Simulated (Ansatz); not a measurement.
Cartesian coordinates in Å:
```
C -0.3176 0.4564 -1.3304
C -0.6719 0.1991 0.1213
C -0.4762 1.4538 0.9600
N 0.1050 -0.9082 0.6501
Al 1.3333 -1.9580 -0.0536
F 1.9698 -3.0756 0.9863
H 0.7360 0.7378 -1.4286
H -0.9207 1.2719 -1.7341
H -0.4912 -0.4283 -1.9486
H -1.7402 -0.0633 0.1586
H -1.1075 2.2704 0.5997
H 0.5677 1.7774 0.9202
H -0.7324 1.2693 2.0067
H -0.1067 -1.0676 1.6266
H 1.8526 -1.9352 -1.5341
```

Total charge 0; spin multiplicity 1.

**Question.** List the ωB97M-V/def2-TZVPP orbital energies in eV (Ansatz 0.2.0). (Best estimate.)

**Answer.** The calculation gave: Occupied: -1531.91, -676.23, -394.03, -282.46, -281.28, -281.17, -116.54, -76.20, -76.06, -76.01, -34.39, -27.38, -23.76, -22.14, -18.93, -16.48, -15.67, -15.26, -14.76, -13.84, -13.82, -13.53, -13.09, -12.93, -12.34, -12.16, -11.19, -9.36. Lowest empty: 1.33, 1.76, 2.42, 3.27, 3.51, 3.91, 4.10, 4.17.
